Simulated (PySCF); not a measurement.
**HCrO, quartet: molecular constants**

Method: PySCF, UPBE0, basis Cr def2-TZVP, O def2-TZVP, H def2-TZVP (no relativity, density fitting).

The structure is a minimum.

```xyz
3
charge 0 multiplicity 4, angstrom
Cr    0.2876    0.0000   -0.2077
O    -1.0419    0.0000    0.6364
H     1.7184    0.0000    0.6032
```

```
Point group                                                                   : Cs
Bond lengths                                                                  : Cr–H 1.645 Å, Cr–O 1.575 Å
Bond angles                                                                   : H–Cr–O 118.0°
Principal quadrupole moments (Buckingham, traceless) about the centre of mass : -5.60, 1.85, 3.75 D Å
Rotational constants                                                          : 8.426, 0.5314, 0.4999 cm⁻¹
Lowest empty level (α)                                                        : -3.18 eV
Atomisation energy without zero-point energy                                  : 618 kJ/mol
Entropy at 298.15 K and 1 bar (electronic part: spin only)                    : 256.7 J/(mol K)
Zero-point energy                                                             : 19.2 kJ/mol
Dipole moment                                                                 : 3.42 D
Spin squared ⟨S²⟩                                                             : 3.906
Enthalpy at 298.15 K above 0 K                                                : 10.61 kJ/mol
Rotational symmetry number                                                    : 1
Heat capacity Cp at 298.15 K                                                  : 40.3 J/(mol K)
Highest occupied level (α)                                                    : -6.61 eV
Principal polarisabilities                                                    : 36.9, 38.3, 46.3 bohr³
```

Harmonic modes (masses in u: Cr 51.941, O 15.995, H 1.008):
| symmetry | ω (cm⁻¹) | IR (km/mol) | type |
| --- | --- | --- | --- |
| a' | 506 | 116 | bend |
| a' | 959 | 158 | stretch |
| a' | 1744 | 185 | stretch |

Charges (e):
| atom | Mulliken | Löwdin | polar tensor | spin (Mulliken) | Mayer order to Cr1 |
| --- | --- | --- | --- | --- | --- |
| Cr1 | 0.77 | 0.42 | 1.08 | 3.48 | – |
| O2 | -0.61 | -0.27 | -0.73 | -0.32 | 2.08 |
| H3 | -0.16 | -0.15 | -0.35 | -0.15 | 0.87 |

Mulliken populations on Cr1: s 6.53, p 12.31, d 4.38, f 0.01.

Other isomers or separated fragments may lie lower. With open d or f shells other occupations or spin states may lie lower.

The final relaxation and frequency run took 63 s on 2 threads of a shared Arm Neoverse N1 host, with 82 basis functions and 13 gradients; the process peaked at 0.83 GiB.
